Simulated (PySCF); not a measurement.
Correlation energy of Pr (praseodymium, neutral)

Starting occupation: [Xe] 4f3 6s2, 4f5/2 with m_j = +1/2, +3/2, +5/2. Computed with PySCF 2.14 in x2c-TZVPPall-2c (11s11p10d4f2g, 140 functions), with X2C-1e with screened-nucleus spin-orbit coupling, Gaussian nucleus. Frozen: [Ar] 3d10; 31 electrons correlated; the 18 highest virtual spinors left out.

MP2 pair energies summed by pair of shells (mhartree):

```tsv
pair	energy	share (%)
4d-4d	-264.76	23.1
4d-5p	-136.74	11.9
4d-4f	-132.02	11.5
5p-5p	-121.59	10.6
4d-4p	-107.03	9.3
4f-5p	-80.13	7.0
4d-5s	-38.22	3.3
5p-5s	-36.33	3.2
5p-6s	-31.92	2.8
4p-4p	-30.91	2.7
4d-4s	-24.59	2.1
4f-4p	-21.52	1.9
4p-5p	-17.09	1.5
6s-6s	-16.85	1.5
4f-4f	-16.02	1.4
4f-5s	-15.56	1.4
4p-4s	-13.55	1.2
4p-5s	-9.30	0.8
4f-6s	-7.20	0.6
5s-5s	-6.40	0.6
4d-6s	-5.89	0.5
4f-4s	-4.75	0.4
4s-5p	-2.68	0.2
4s-4s	-2.67	0.2
5s-6s	-1.75	0.2
4s-5s	-1.23	0.1
4p-6s	-0.70	0.1
4s-6s	-0.09	0.0
```

Total MP2 correlation energy: -1147.5 mhartree.

The GHF reference relaxed away from the jj start to a determinant that is no pure jj level (⟨S²⟩ = 3.74, ⟨J²⟩ = 26.90); the energies belong to that determinant.

This basis was not built for core-valence correlation, so the inner-shell part is incomplete.
